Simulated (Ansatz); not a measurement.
CH₁₃InNSbSi₃ (`[SiH3][InH][SbH][CH2]N([SiH3])[SiH3]`), charge 0, multiplicity 1.

Give a relaxed structure at PBE0-D4/def2-TZVP (Ansatz 0.2.0). (Estimate.)

Ansatz gave: 
```xyz
20

Si   -0.432   -0.715    3.054
In   -1.116    0.885    1.152
Sb    0.521    2.957    0.181
C     0.496    1.431   -1.419
N     0.048    0.094   -0.924
Si    1.377   -0.933   -0.383
Si   -1.158   -0.667   -1.965
H     1.045   -0.800    3.227
H    -1.001   -0.224    4.343
H    -0.939   -2.103    2.848
H    -2.726    0.877    0.499
H     1.905    2.273    0.921
H     1.469    1.369   -1.914
H    -0.217    1.805   -2.158
H     2.139   -0.227    0.670
H     2.277   -1.231   -1.530
H     0.770   -2.185    0.131
H    -1.718   -1.824   -1.228
H    -0.542   -1.128   -3.240
H    -2.196    0.346   -2.265
```
This is one stationary point; other conformers may exist.
